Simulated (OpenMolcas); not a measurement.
## Pd2+: ligand-field states by method

Pd2+ with its 6 nearest fluoride ions at 2.17 Å, on the Cd site of idealised cubic KCdF3 (a = 4.302 Å, distance in the model lattice 2.151 Å). The rest of the host is ab initio model potentials to 7.6 Å, with orthogonalisation functions on the cations behind the ligands, and point charges beyond; the distance is set by hand and nothing relaxes. Ligand basis ANO-RCC-VDZP.

```json
{"Program": "OpenMolcas 26.06", "Basis": "ANO-RCC-VTZP [7s6p4d2f1g]", "Scalar Hamiltonian": "DKH2, point nucleus", "Active space": "8 electrons in 5 orbitals (4d)", "State averaging": "2S+1 = 3 even, 10 roots; 2S+1 = 1 even, 15 roots", "Spin-orbit coupling": "RASSI with atomic mean-field integrals over the reference wave functions"}
```

I. CASSCF
II. SS-CASPT2, IPEA 0.25 Eh, imaginary shift 0.1 Eh (closed shells correlated: 4s 4p and the ligand valence shells)
III. SS-CASPT2, IPEA 0 Eh, imaginary shift 0.1 Eh (closed shells correlated: 4s 4p and the ligand valence shells)

Spin-free states (labels of O, the rotations of Oh) in cm-1, each column counted from its own energy of the first state listed:

```tsv
State	Degeneracy	I	II	III
3A2	1	0	0	0
3T2	3	11255	13550	13920
1E	2	13930	9390	9400
3T1	3	17987	19540	18890
1A1	1	23412	17720	17250
1T2	3	24766	23380	23520
1T1	3	28992	26920	27270
3T1	3	29239	29320	28630
1E	2	38153	39290	39700
1T2	3	38522	39380	39750
1A1	1	61476	56010	55590
```

From I to II, I's first state of the same spin (3T2) moves from 11255 to 13550 cm-1, by about +2300 cm-1.

From I to II, I's first state of another spin (1E) moves from 13930 to 9390 cm-1, by about -4500 cm-1.

I: A least-squares ligand-field fit to the states below 45000 cm-1, each weighted by its degeneracy and with a free common offset, gives 10Dq = 11290 cm-1, B = 894 cm-1 and C = 3564 cm-1 (C/B = 3.99), with an rms deviation of 59 cm-1. The same method and metal basis give the free ion B = 953 cm-1 (fit to its terms below 60000 cm-1, rms deviation 8 cm-1), so the nephelauxetic ratio is β = 894 / 953 = 0.94; it hangs on how both fits weigh the states, and computed free-ion B values tend to be too large, so β mixes covalency with correlation.

χT at 300 K: I 1.49, II 1.41, III 1.40 cm3 K/mol.

Roots that are degenerate in the reference are averaged as groups; the widest CASPT2 spread within a group is 68 cm-1 (the 3-fold group of multiplicity 3 near 13600 cm-1 above the lowest state of its run, II). Shifts and gaps below about the spread of the groups concerned are not significant. Over all roots computed the reference weight is 0.71 to 0.72 in II, 0.71 to 0.72 in III; a low but even weight reflects the number of correlated electrons. Real 4d8 and 5d8 ions are as a rule square planar and diamagnetic. Ligand-to-metal charge-transfer states are missing. With no ligand orbital active B as a rule stays too high, so bands that hang on it stand too high and its fall with covalency is understated. Without dynamic correlation the repulsion within the d shell is too large (B by tens of per cent), so at a given field states of lower spin stand too high (holds for I). With metal d orbitals alone the field can be off either way by tens of per cent (holds for I). With one d shell and no ligand orbital active, 10Dq can be off by a tenth or more (holds for II; III). Free-ion shares, where given, are those of the reference states; single-state CASPT2 does not remix them (holds for II; III). No measured value stands beside these numbers; the geometry was set by hand and not optimised.
